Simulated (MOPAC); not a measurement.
Job for MOPAC: PM6 on PtH, 2S+1 = 2, a spin state set in the input, which need not be the lowest, a point of a bond scan (R = 1.413 Å).

```
PM6 1SCF PRECISE CHARGE=0 UHF MS=0.5 THREADS=1
HPt

Pt     0.00000000 1     0.00000000 1     0.00000000 1
H      0.00000000 1     0.00000000 1     1.41294700 1
```

Program output:

```
*******************************************************************************
 **                                                                           **
 **                              MOPAC v23.2.5                                **
 **                                                                           **
 *******************************************************************************
 ** MOPAC's Digital Object Identifier: https://doi.org/10.5281/zenodo.6511958 **
 **                                                                           **
 ** Please cite the open-source release paper for use of this MOPAC version:  **
 ** J. E. Moussa and J. J. P. Stewart (2026)                                  **
 ** MOPAC: An open-source semiempirical molecular orbital program             **
 ** J. Open Source Softw., 11(119), 8025, https://doi.org/10.21105/joss.08025 **
 *******************************************************************************

                              PM6 CALCULATION RESULTS

 *******************************************************************************
 *  PM6        - The PM6 Hamiltonian to be used
 *  UHF        - UNRESTRICTED HARTREE-FOCK CALCULATION
 *
 *
 *
 *                 CHARGE ON SYSTEM = 0
 *
 *
 *
 *  MS=        - IN MECI, MAGNETIC COMPONENT OF SPIN =  0.5
 *  PRECISE    - TIGHTER CRITERIA TO BE USED
 *  1SCF       - DO 1 SCF AND THEN STOP
 *  THREADS=1  - MULTI-THREADING NOT USED
 *  T=         - A TIME OF 172800.0 SECONDS REQUESTED
 *  DUMP=N     - RESTART FILE WRITTEN EVERY 7200.0 SECONDS REQUESTED
 *******************************************************************************
PM6 1SCF PRECISE CHARGE=0 UHF MS=0.5 THREADS=1
 HPt

   ATOM   CHEMICAL          X               Y               Z
  NUMBER   SYMBOL      (ANGSTROMS)     (ANGSTROMS)     (ANGSTROMS)

     1      Pt          0.00000000  *   0.00000000  *   0.00000000  *
     2       H          0.00000000  *   0.00000000  *   1.41294700  *



          CARTESIAN COORDINATES

    NO.       ATOM           X           Y           Z

     1        Pt          0.0000      0.0000      0.0000
     2         H          0.0000      0.0000      1.4129

 General Reference for PM6:
 "Optimization of Parameters for Semiempirical Methods V: Modification of NDDO Approximations
 and Application to 70 Elements", J. J. P. Stewart, J. Mol. Mod., 13, 1173-1213 (2007)
 URL: https://link.springer.com/article/10.1007/s00894-007-0233-4

           Empirical Formula: H Pt  =     2 atoms



      MOLECULAR POINT GROUP   :   C*v


          UHF CALCULATION, NO. OF ALPHA ELECTRONS =    6
                           NO. OF BETA  ELECTRONS =    5

 -------------------------------------------------------------------------------
 PM6 1SCF PRECISE CHARGE=0 UHF MS=0.5 THREADS=1
 HPt



     1SCF WAS SPECIFIED, SO BFGS WAS NOT USED
     SCF FIELD WAS ACHIEVED


                              PM6 CALCULATION
                                                       MOPAC v23.2.5 Linux




          FINAL HEAT OF FORMATION =        112.26021 KCAL/MOL =     469.69671 KJ/MOL


          COSMO AREA              =         55.36 SQUARE ANGSTROMS
          COSMO VOLUME            =         38.13 CUBIC ANGSTROMS

          IONIZATION POTENTIAL    =         10.705768 EV
          ALPHA SOMO LUMO (EV)    =        -10.970 -0.349
          BETA  SOMO LUMO (EV)    =        -10.706 -3.134
          NO. OF ALPHA ELECTRONS  =          6
          NO. OF BETA  ELECTRONS  =          5
          MOLECULAR WEIGHT        =        196.0979         POINT GROUP:  C*v

          MOLECULAR DIMENSIONS (Angstroms)

            Atom       Atom       Distance
            H     2   Pt     1     1.41295
            H     2   Pt     1     0.00000
           Pt     1    H     2     0.00000


          SCF CALCULATIONS        =          1





   ATOM   CHEMICAL          X               Y               Z
  NUMBER   SYMBOL      (ANGSTROMS)     (ANGSTROMS)     (ANGSTROMS)

     1      Pt          0.00000000  *   0.00000000  *   0.00000000  *
     2       H          0.00000000  *   0.00000000  *   1.41294700  *

                             CARTESIAN COORDINATES

   1   Pt        0.000000000     0.000000000     0.000000000
   2    H        0.000000000     0.000000000     1.412947000


           Empirical Formula: H Pt  =     2 atoms



      MOLECULAR POINT GROUP   :   C*v


          ALPHA EIGENVALUES
 -16.07434 -11.98561 -11.45637 -11.30061 -11.30061 -10.96955  -0.34873   1.00196
   1.00196   3.29460


           BETA EIGENVALUES
 -16.02756 -10.91006 -10.91006 -10.72079 -10.70577  -3.13442  -0.31544   2.51310
   2.51310   3.38964


              NET ATOMIC CHARGES AND DIPOLE CONTRIBUTIONS

  ATOM NO.   TYPE          CHARGE      No. of ELECS.   s-Pop       p-Pop       d-Pop
    1         Pt          -0.119001       10.1190     1.87564     0.03953     8.20383
    2          H           0.119001        0.8810     0.88100
 DIPOLE           X         Y         Z       TOTAL
 POINT-CHG.     0.000     0.000     0.808     0.808
 HYBRID        -0.000    -0.000    -0.654     0.654
 SUM           -0.000    -0.000     0.153     0.153


          ATOMIC ORBITAL ELECTRON POPULATIONS

     Atom    s        px        py        pz      x^2-y^2     xz        z^2       yz        xy
    1 Pt   1.87564   0.00188   0.00188   0.03577   2.00000   1.99812   1.20759   1.99812   1.00000
    2  H   0.88100


                    (SZ)    =    0.500000
                    (S**2)  =    0.753953


          ATOMIC ORBITAL SPIN POPULATIONS

    Atom   Total    s     px     py     pz   x^2-y^2  xz     z^2    yz     xy
         Atomic
    1 Pt  1.0157 -0.021 -0.001 -0.001  0.001  0.000  0.001  0.036  0.001  1.000
    2  H -0.0157 -0.016

 **********************
 *                    *
 * JOB ENDED NORMALLY *
 *                    *
 **********************




 == MOPAC DONE ==
```

The run finished.

Cost: around 0.04 core-seconds (rough).
